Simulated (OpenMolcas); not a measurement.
## Cu2+: moving or changing the point charges

Cu2+ among 6 point charges of -1 e arranged as a tetragonal octahedron (D4h), 2.05 Å from the ion, with the axial distance 1.927 Å.

```yaml
Program: OpenMolcas
Method: "SS-CASPT2, IPEA 0.25 Eh, imaginary shift 0.1 Eh (closed shells correlated: 3s 3p)"
Basis: ANO-RCC-VDZP [5s4p2d1f]
Scalar_Hamiltonian: DKH2, point nucleus
Active_space: 9 electrons in 5 orbitals (3d)
State_averaging: 2S+1 = 2 even, 5 roots
Spin-orbit_coupling: state interaction with AMFI integrals over the reference wave functions
```

Runs around this geometry, states (labels of D4, the rotations of D4h). Energies in cm-1 above the lowest state or level, χT in cm3 K/mol.

```tsv
R (Å)	q (e)	Axial / equatorial distance	Ground state	First state of that spin	First gap with spin-orbit (degeneracies)	χT at 300 K
2.05	-0.5	0.94	2A1	2B1 630	540 (2, 2)	1.175
1.85	-1	0.94	2A1	2B1 1650	1570 (2, 2)	0.759
2.05	-1	0.94	2A1	2B1 1250	1150 (2, 2)	0.898
2.28	-1	0.94	2A1	2B1 930	800 (2, 2)	1.067
2.05	-1	1.02	2B1	2A1 360	340 (2, 2)	1.013
```

Taking the first state of the same spin as R^-n, n = -ln(930 / 1650) / ln(2.28 / 1.85) = 2.7 between the shortest and longest distance.

Scaling the charges by -0.5 / -1 = 0.50 scales the first state of the same spin by 630 / 1250 = 0.50; with fixed orbitals a first-order splitting would follow the charge.

The ground state changes within this set.

The ground term spreads over less than 5000 cm-1, several times less than with real ligands, so orbital moments are less quenched and χT lies further from the spin-only value than at real sites. Free-ion shares, where given, are those of the reference states; single-state CASPT2 does not remix them. Point charges carry no covalency, so the field is a model and not that of real ligands. No measured value stands beside these numbers.
